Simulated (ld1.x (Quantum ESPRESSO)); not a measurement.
## Scattering properties, RRKJ potential for Sc

- Element: scandium (Sc)
- Generator: ld1.x (Quantum ESPRESSO) 7.5
- Type: norm-conserving RRKJ (Kleinman–Bylander form)
- Functional: LDA (PZ)
- Relativity: non-relativistic
- Frozen core: [Ne] 3s2
- Valence charge: 9
- Reference configuration: 3p6 3d1 4s1 4p1
- Partial waves: 4s (bound): rc 3.05 bohr; 3p (bound): rc 1.40 bohr; 3d (bound): rc 2.20 bohr
- Local potential: all-electron potential smoothed inside 2.10 bohr (lloc = -2)
- Core correction: none
- rho0: 0.001

Occupied shells without a wave of their own: 4p. They enter only through the test configuration that unscreens the potential.

The phase is arctan(r·u′/u) with u = r·R(r), unwrapped; energies in Ry, scanned from -5 to 5 Ry. A pole is an energy at which the radial function vanishes at the test radius. The pseudo phase is shifted by a multiple of π to meet the all-electron one at the reference energy, and phase errors are pseudo minus all-electron; the curves can meet again beyond the range given. Levels narrower than the energy grid can be missing from the lists of poles. n/a: not evaluated, since a narrow level or a reset projector energy made the automatic matching unsafe.

| channel | radius (bohr) | reference energy (Ry) | poles, all-electron | poles, pseudo | unbroken range about the reference energy with phases within 0.05 rad | phase error 1 Ry above the reference energy (rad) |
| --- | --- | --- | --- | --- | --- | --- |
| s | 3.32 | -0.36 | 0.83 | 0.47, 1.27 | n/a | n/a |
| p | 3.32 | -2.56 | -2.54, 1.48 | -2.54, 1.62 | below -0.2 | +0.001 |
| d | 3.32 | -0.34 | -0.21, 2.62 | -0.21, 2.99 | below 0.6 | +0.064 |

Phases in the s channel:

```
E (Ry)  all-electron   pseudo
 -5.00         1.425   -1.716
 -4.48         1.413   -1.726
 -3.96        -1.727   -1.738
 -3.44        -1.751   -1.754
 -2.92        -1.772   -1.775
 -2.40        -1.802   -1.805
 -1.88        -1.849   -1.853
 -1.36        -1.940   -1.945
 -0.84        -2.203   -2.209
 -0.32        -3.625   -3.626
  0.20        -4.502   -4.533
  0.72        -4.689   -7.246
  1.24        -4.785   -7.848
  1.76        -4.873   -7.936
  2.28        -5.006   -8.020
  2.80        -5.398   -8.163
  3.32        -6.960   -8.662
  3.84        -7.549  -10.324
  4.36        -7.700  -10.750
  4.88        -7.771  -10.873
```
